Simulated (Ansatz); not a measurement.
Geometry optimisation, RKS BLYP/def2-SVP (Ansatz 0.2.0).

Input:

```yaml
crystal:
  periodic: [false, false, false]
  atoms:
    - { symbol: Sn, position_ang: [-0.008968, -0.032181, -0.771826] }
    - { symbol: Cl, position_ang: [1.98305, -0.159928, 2.23341] }
    - { symbol: H, position_ang: [2.348374, 0.136122, 0.978241] }
    - { symbol: Cl, position_ang: [-1.526061, 1.873269, -0.877451] }
    - { symbol: H, position_ang: [-1.319395, -1.270482, -0.517074] }
basis:
  gaussian: { orbitals: def2-SVP }
hamiltonian:
  xc: blyp
relax:
  f_tol: 0.03
  max_steps: 50
```

Command:

```bash
$ ansatz run input.yaml --threads 1 --pin off --max-ram 2048MiB --backend cpu --events-out ev --progress --plain --runs-dir out
```

Task: Where does it end, and by what steps?

Result: It converged. The force dipped under the threshold on the way, but the program's further checks kept it going. After 16 steps the energy has fallen by 0.147 eV; Cl2 moved furthest, 0.80 Å.

```
step  energy less start (eV)  largest force component (eV/Å)  accepted
   0                  0.0000                           0.874       yes
   1                 -0.0040                           1.171       yes
   2                 -0.0459                           0.834       yes
   3                 -0.0820                           0.676       yes
   4                 -0.1309                           0.081       yes
   5                 -0.1299                           0.260        no
   6                 -0.1335                           0.047       yes
   7                 -0.1392                           0.142       yes
   8                 -0.1371                           0.374        no
   9                 -0.1426                           0.032       yes
  10                 -0.1438                           0.051       yes
  11                 -0.1404                           0.421        no
  12                 -0.1449                           0.045       yes
  13                 -0.1459                           0.009       yes
  14                 -0.1461                           0.106       yes
  15                 -0.1465                           0.052       yes
  16                 -0.1467                           0.020       yes
```

```xyz
5
Properties=species:S:1:pos:R:3
Sn -0.068 -0.216 -1.097
Cl 1.537 -0.380 1.608
H 2.452 0.493 1.298
Cl -1.221 1.897 -0.620
H -1.223 -1.248 -0.142
```

The run took 15 s on 1 thread of Intel(R) Xeon(R) 6975P-C (Granite Rapids) (shared host), peak memory 0.13 GiB.
